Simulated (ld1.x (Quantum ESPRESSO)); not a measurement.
# niobium: ultrasoft pseudisation with LDA (PZ), fully relativistic reference atom.

Input for ld1.x (Quantum ESPRESSO) 7.5:

```
&input
   title='Nb', zed=41., rel=2, dft='PZ', iswitch=3,
   config='[Kr] 4d4.5 5s0.5 5p0', rel_dist='average',
   nld=5, rlderiv=4.25, eminld=-2.0, emaxld=5.0, deld=0.02
 /
 &inputp
   pseudotype=3, tm=.true., lloc=-1, rcloc=3.30,
   nlcc=.true., new_core_ps=.true., rcore=2.20,
   which_augfun='PSQ', rmatch_augfun_nc=.true.,
   file_pseudopw='Nb.UPF', file_wfcaegen='ae.wfc', file_wfcncgen='nc.wfc', file_beta='beta', file_chi='chi', file_wfcusgen='us.wfc'
 /
6
5S  1  0   0.50   0.00  2.30  2.85  0.0
5S  1  0   0.00   4.90  2.30  2.85  0.0
5P  2  1   0.00   0.00  3.05  3.90  0.0
5P  2  1   0.00   3.85  3.05  3.90  0.0
4D  3  2   4.50   0.00  2.05  2.55  0.0
4D  3  2   0.00   0.45  2.05  2.55  0.0
 &test
   configts(1)='4d4.5 5s0.5 5p0'
 /
```

Command:

```bash
ld1.x < Nb.in > Nb.out
```

Resulting log (shortened: banner, matrices, multipoles, cross overlaps and the repeated all-electron block are left out):

```
[... start of the log left out ...]
     Wfc 5P LC norm =  0.99998762 SC norm =  0.00001231 missing  0.00000007

     Wfc 5P LC norm =  0.99998834 SC norm =  0.00000997 missing  0.00000169

     Wfc 4D LC norm =  0.99991726 SC norm =  0.00008273 missing  0.00000001

     Wfc 4D LC norm =  0.99991961 SC norm =  0.00007984 missing  0.00000055
      Wfc-us  5S rcutus= 2.819  Estimated cut-off energy=    15.33 Ry
      Wfc-us  5S rcutus= 2.819  Estimated cut-off energy=    14.29 Ry
      Wfc-us  5P rcutus= 3.902  Estimated cut-off energy=     4.85 Ry
      Wfc-us  5P rcutus= 3.902  Estimated cut-off energy=     4.83 Ry
      Wfc-us  5P rcutus= 3.902  Estimated cut-off energy=     6.77 Ry
      Wfc-us  5P rcutus= 3.902  Estimated cut-off energy=     6.66 Ry
      Wfc-us  4D rcutus= 2.551  Estimated cut-off energy=    17.69 Ry
      Wfc-us  4D rcutus= 2.551  Estimated cut-off energy=    17.67 Ry
      Wfc-us  4D rcutus= 2.551  Estimated cut-off energy=    24.21 Ry
      Wfc-us  4D rcutus= 2.551  Estimated cut-off energy=    23.74 Ry

      Problem with multipole  3  1:  5  1 l3=  2     -0.0000332
      Problem with multipole  4  1:  5  1 l3=  2      0.0000109

     Q pseudized with Bessel functions
     Expected ecutrho=      99.0974 due to l1=  2   l2=  2

       Warning: n=1, l=0 expected 0 nodes, found 1
       Setting wfc to zero for this iteration
       (This warning will only be printed once per wavefunction)

       Zero norm: self consistency problem; state:  3 (l=  0, j=0.5)

 %%%%%%%%%%%%%%%%%%%%%%%%%%%%%%%%%%%%%%%%%%%%%%%%%%%%%%%%%%%%%%%%%%%%%%%%%%%%%%
     Error in routine chargeps (1):
     negative rho
 %%%%%%%%%%%%%%%%%%%%%%%%%%%%%%%%%%%%%%%%%%%%%%%%%%%%%%%%%%%%%%%%%%%%%%%%%%%%%%

     stopping ...
```

The run stopped because the pseudo-density turned negative during the self-consistent test, most likely because a state had been found with a wrong node count and its wave set to zero before.

The run took about 0.2 s on one core of a shared server CPU.
